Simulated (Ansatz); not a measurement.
BClH$_{2}$OS (`OB(S)Cl`) at its PBE0-D4/def2-TZVP geometry, where that method's forces vanish. The species carries charge 0 and has multiplicity 1.

```xyz
6

O    -0.9881    0.3413   -0.4709
B     0.0207   -0.2911    0.1621
S     1.6684    0.4270    0.2572
Cl   -0.2343   -1.8650    0.9316
H    -1.8155   -0.1486   -0.4493
H     1.3489    1.5365   -0.4307
```

Task: What forces (eV/Å) does B3LYP-D4/def2-TZVPP give on these atoms in Ansatz 0.2.0? (Estimate.)

Result: Ansatz gave: 
```
O1  -0.117  0.032 -0.051
B2   0.053  0.052 -0.012
S3   0.116  0.092 -0.016
Cl4 -0.044 -0.212  0.101
H5  -0.045  0.026 -0.027
H6   0.037  0.010  0.005
```

B3LYP here is the variant with VWN-RPA as its local correlation; programs differ in this.
